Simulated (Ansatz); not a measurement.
Basis-set extrapolation for C3H5FOSi (`O[SiH]1CC=C1F`) (PBE0-D4/def2-TZVP geometry, frozen core, the Gaussian-basis code of Ansatz). Multiplicity 1, RHF reference.

```tsv
	def2-TZVPP	def2-QZVPP
HF	-579.890201	-579.912465
MP2 correlation	-1.080198	-1.163926
CCSD(T) correlation	-1.156181	not run
```

Energies in hartree. Use E(X) = E(∞) + A·exp(−7.88·√X) for Hartree–Fock and E(X) = E(∞) + B·X^(−2.97) for correlation, with X = 3 and 4, and add CCSD(T) minus MP2 of the smaller set to the MP2 limit.

What is the CCSD(T) energy at the basis-set limit?

HF limit: -579.912465 + (-0.022264) × 0.13774 = -579.91553. MP2 limit: -1.163926 + (-0.083728) × 0.74074 = -1.22595. Higher-order term: -1.156181 − (-1.080198) = -0.07598. Total: -581.21746 hartree, 4.66 eV below CCSD(T)/def2-TZVPP.
